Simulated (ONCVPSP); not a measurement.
**vanadium (V): excitation energies, all-electron against ONCV**

ONCVPSP 4.0.1 input, shortened (lines: element, Z, core and valence counts, functional; n l f; lmax; l rc ep ncon nbas qcut; lloc lpopt rc5 dvloc0; l nproj debl; icmod fcfact rcfact), LDA (Perdew-Wang 92), scalar-relativistic:

```
  V 23.00    3    4  -001012      upf
    1    0    2.00
    2    0    2.00
    2    1    6.00
    3    0    2.00
    3    1    6.00
    3    2    3.00
    4    0    2.00
    2
    0    1.85    0.00    5    8    8.00
    1    1.25    0.00    3    7    9.20
    2    1.40    0.00    5   10   13.60
    4    3    1.00    6.00
    0    2    0.60
    1    2    3.80
    2    2    0.50
    2    0.50    1.00
```

Energies are relative to the spin-unpolarised reference configuration 3s2 3p6 3d3 4s2; without spin polarisation the order of configurations can differ from experiment.

(1) Give the all-electron excitation energy and the error of the potential for: 3s2 3p6 3d3 4s1; 3s2 3p6 3d3 4s0; 3s2 3p6 3d2 4s0; 3s2 3p6 3d3 4s0 4p2.

Results:

(1)

```csv
valence configuration,charge,ΔE all-electron (eV),error AE − PS (meV)
3s2 3p6 3d3 4s1,+1,7.934,-0.4
3s2 3p6 3d3 4s0,+2,22.472,-0.9
3s2 3p6 3d2 4s0,+3,51.635,+2.4
3s2 3p6 3d3 4s0 4p2,0,6.996,-0.5
```
